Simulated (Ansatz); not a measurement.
Consider the ligand exchange at a Ga–N bond: `C[N](C)[Ga]([Cl])[Cl]` + `O[SiH3]` → `[SiH3][O][Ga]([Cl])[Cl]` + `CNC`.

Program: Ansatz. Geometries: PBE0-D4/def2-TZVP. ΔE: electronic, gas phase. CCSD(T)/CBS is the MP2 limit (def2-TZVPP, def2-QZVPP) plus CCSD(T) − MP2 in def2-TZVPP, frozen cores. For Ga outer-core shells are correlated without core-valence functions, which leaves a few kJ/mol of doubt a bond. Scalar relativity is left out up to krypton. Each species was taken in one conformer, which may not be the lowest.

| species | SCS-MP2/def2-TZVPP energy (Eh) |
| --- | --- |
| `C[N](C)[Ga]([Cl])[Cl]` | -2977.26701 |
| `O[SiH3]` | -366.59311 |
| `[SiH3][O][Ga]([Cl])[Cl]` | -3208.98975 |
| `CNC` | -134.87820 |

Task: Work out ΔE.

Result: ΔE = (-3208.98975) + (-134.87820) − (-2977.26701) − (-366.59311) = -0.00783 Eh = -20.6 kJ/mol. CCSD(T)/CBS gives -14.3 kJ/mol.

Largest T1 diagnostic among the species: 0.012.

Leaving LDA and LC-ωPBE aside and taking each functional with its dispersion term where it has one, the values, not all of them listed here, spread over 13.1 kJ/mol, from BHLYP-D4 to revPBE-D4. LDA lies +12.9 kJ/mol from PBE without D4. In def2-TZVPP, CCSD(T) changes the Hartree–Fock value by +24.4 kJ/mol (the triples alone add +3.2 kJ/mol) and MP2 by +28.4 kJ/mol. The D4 term adds +6.0 kJ/mol with B3LYP and +3.3 kJ/mol with PBE0; it sums over pairs of atoms, weighted by their polarisabilities, and B3LYP, whose exchange is more repulsive, gets the larger term.

B3LYP here is the variant with VWN-RPA as its local correlation; programs differ in this.
